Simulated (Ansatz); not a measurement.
Born–Oppenheimer molecular dynamics of CH₇FOSi₂ (12 atoms, charge 0, multiplicity 1). It starts from a relaxed structure.

The calculation used Ansatz, RKS PBE-D4/6-31G.

| Item | Value |
| --- | --- |
| ensemble | NVT, Nosé–Hoover chain |
| time step | 1 fs |
| steps asked | 166 |
| set temperature | 300 K |
| thermostat | time constant 3 fs, chain length 1 |
| seed | 368160 |

Frames 5 fs apart, positions in Å.

Velocities at 0 fs (Å/ps):

```
O -2.82 1.03 6.12
C -3.64 6.42 -4.97
Si 0.47 -5.46 -1.07
Si 2.11 -0.86 0.86
F -3.19 3.81 -1.29
H 4.16 -13.58 8.71
H 10.69 4.01 -16.76
H 6.64 -8.96 -5.88
H 15.80 24.28 -16.53
H 19.58 11.80 -17.12
H 10.18 -1.02 34.43
H 9.29 -5.36 5.35
```

```xyz
12
Properties=species:S:1:pos:R:3 time_fs=0 energy_less_start_eV=0.000 T=300
O -1.828 -0.207 2.054
C -1.375 0.185 0.712
Si 0.532 -0.162 0.503
Si 1.367 0.211 -1.677
F 1.112 1.866 -2.114
H -1.757 -1.191 2.133
H -1.962 -0.307 -0.089
H -1.562 1.267 0.647
H 0.749 -1.638 0.805
H 1.309 0.634 1.527
H 0.636 -0.646 -2.696
H 2.856 -0.067 -1.771
12
Properties=species:S:1:pos:R:3 time_fs=5 energy_less_start_eV=0.194 T=246
O -1.842 -0.205 2.083
C -1.392 0.210 0.689
Si 0.534 -0.186 0.497
Si 1.380 0.209 -1.671
F 1.095 1.884 -2.120
H -1.740 -1.184 2.164
H -1.916 -0.284 -0.155
H -1.545 1.295 0.619
H 0.839 -1.594 0.740
H 1.395 0.681 1.429
H 0.655 -0.691 -2.574
H 2.885 -0.088 -1.744
12
Properties=species:S:1:pos:R:3 time_fs=10 energy_less_start_eV=0.539 T=322
O -1.863 -0.192 2.108
C -1.401 0.230 0.673
Si 0.539 -0.210 0.487
Si 1.403 0.212 -1.656
F 1.071 1.903 -2.130
H -1.709 -1.188 2.174
H -1.939 -0.256 -0.162
H -1.546 1.336 0.620
H 0.975 -1.759 0.719
H 1.442 0.681 1.282
H 0.600 -0.841 -2.585
H 2.867 -0.079 -1.718
12
Properties=species:S:1:pos:R:3 time_fs=15 energy_less_start_eV=0.564 T=517
O -1.887 -0.166 2.114
C -1.400 0.243 0.682
Si 0.549 -0.249 0.470
Si 1.424 0.218 -1.641
F 1.039 1.912 -2.141
H -1.693 -1.120 2.160
H -2.056 -0.225 -0.083
H -1.536 1.315 0.664
H 1.025 -1.734 0.698
H 1.483 0.675 1.218
H 0.679 -0.828 -2.554
H 2.917 -0.033 -1.713
12
Properties=species:S:1:pos:R:3 time_fs=20 energy_less_start_eV=0.557 T=194
O -1.903 -0.134 2.100
C -1.396 0.234 0.716
Si 0.556 -0.280 0.454
Si 1.437 0.228 -1.634
F 1.014 1.905 -2.147
H -1.696 -1.125 2.177
H -2.124 -0.192 0.004
H -1.496 1.357 0.694
H 0.976 -1.626 0.704
H 1.469 0.649 1.279
H 0.823 -0.705 -2.554
H 2.968 0.043 -1.718
12
Properties=species:S:1:pos:R:3 time_fs=25 energy_less_start_eV=0.259 T=297
O -1.903 -0.116 2.082
C -1.393 0.226 0.755
Si 0.557 -0.285 0.444
Si 1.446 0.244 -1.633
F 1.001 1.885 -2.146
H -1.758 -1.062 2.226
H -2.085 -0.176 -0.014
H -1.414 1.301 0.688
H 0.938 -1.779 0.774
H 1.372 0.574 1.378
H 0.855 -0.711 -2.729
H 2.939 0.129 -1.703
12
Properties=species:S:1:pos:R:3 time_fs=30 energy_less_start_eV=0.228 T=279
O -1.897 -0.098 2.068
C -1.384 0.206 0.783
Si 0.553 -0.288 0.442
Si 1.448 0.261 -1.643
F 0.994 1.858 -2.141
H -1.831 -1.085 2.290
H -1.988 -0.170 -0.067
H -1.348 1.333 0.689
H 0.838 -1.794 0.797
H 1.283 0.502 1.517
H 0.925 -0.649 -2.804
H 2.962 0.210 -1.666
12
Properties=species:S:1:pos:R:3 time_fs=35 energy_less_start_eV=0.373 T=235
O -1.893 -0.085 2.067
C -1.353 0.194 0.783
Si 0.544 -0.293 0.450
Si 1.449 0.276 -1.664
F 0.986 1.830 -2.131
H -1.910 -1.017 2.287
H -1.922 -0.179 -0.091
H -1.331 1.261 0.724
H 0.692 -1.696 0.754
H 1.221 0.413 1.643
H 1.036 -0.551 -2.774
H 2.995 0.287 -1.598
12
Properties=species:S:1:pos:R:3 time_fs=40 energy_less_start_eV=0.342 T=335
O -1.889 -0.067 2.077
C -1.303 0.180 0.755
Si 0.530 -0.290 0.468
Si 1.460 0.292 -1.681
F 0.971 1.812 -2.122
H -1.984 -1.073 2.252
H -1.943 -0.208 -0.065
H -1.361 1.321 0.730
H 0.566 -1.839 0.694
H 1.198 0.289 1.683
H 1.090 -0.631 -2.874
H 2.951 0.351 -1.505
12
Properties=species:S:1:pos:R:3 time_fs=45 energy_less_start_eV=0.407 T=263
O -1.883 -0.062 2.090
C -1.275 0.191 0.724
Si 0.517 -0.294 0.488
Si 1.473 0.293 -1.693
F 0.949 1.817 -2.118
H -2.018 -1.012 2.167
H -1.973 -0.228 -0.026
H -1.385 1.250 0.661
H 0.489 -1.896 0.590
H 1.272 0.200 1.699
H 1.149 -0.695 -2.876
H 2.956 0.387 -1.427
12
Properties=species:S:1:pos:R:3 time_fs=50 energy_less_start_eV=0.403 T=275
O -1.865 -0.053 2.095
C -1.286 0.210 0.704
Si 0.508 -0.312 0.508
Si 1.490 0.278 -1.698
F 0.916 1.842 -2.122
H -2.055 -1.061 2.096
H -1.952 -0.270 -0.033
H -1.396 1.327 0.532
H 0.459 -1.763 0.453
H 1.409 0.126 1.681
H 1.237 -0.681 -2.745
H 3.004 0.403 -1.389
12
Properties=species:S:1:pos:R:3 time_fs=55 energy_less_start_eV=0.303 T=286
O -1.842 -0.051 2.087
C -1.324 0.246 0.698
Si 0.509 -0.326 0.520
Si 1.508 0.269 -1.685
F 0.886 1.867 -2.128
H -2.066 -0.991 2.069
H -1.902 -0.312 -0.079
H -1.406 1.294 0.480
H 0.464 -1.850 0.363
H 1.480 0.053 1.594
H 1.262 -0.783 -2.786
H 2.986 0.403 -1.425
```

Of the whole run (166 fs, mean temperature of the second half 302 K): The conserved energy stayed within 1.2 meV per atom of its start (net change 0.67 meV per atom), so the integration is sound. A run of 0.17 ps of so small a system gives no equilibrium averages. Limits of this set-up: no polarisation functions.

Run time: 4.6 min on 1 thread of Intel(R) Xeon(R) 6975P-C (Granite Rapids), on a shared host, peak memory 0.11 GiB.
